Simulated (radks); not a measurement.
Results of a calculation; reference values are marked as such.
Question: Species: Pd43.2+. Configuration: [He] 2s(up 0.8, down 0) (fractional occupations, a model configuration). Level of theory: scalar-relativistic Kohn-Sham, PBE, spin-polarised, spherical densities, finite nucleus; Fermi nuclear charge, rms radius 4.5318 fm (a radial shooting solver on a logarithmic mesh with Libxc functionals). Some entries of the table are withheld. Estimate them.

orbital  occ.  eigenvalue (eV)  <r> (bohr)  r(max) (bohr)
1s up       1        -28332.83     0.03167        0.02061
1s down     1        -28321.02     0.03166        0.02061
2s up     0.8        -6911.535      0.1289            (1)

Answer: 
(1) 2s up r(max) (bohr): 0.1116
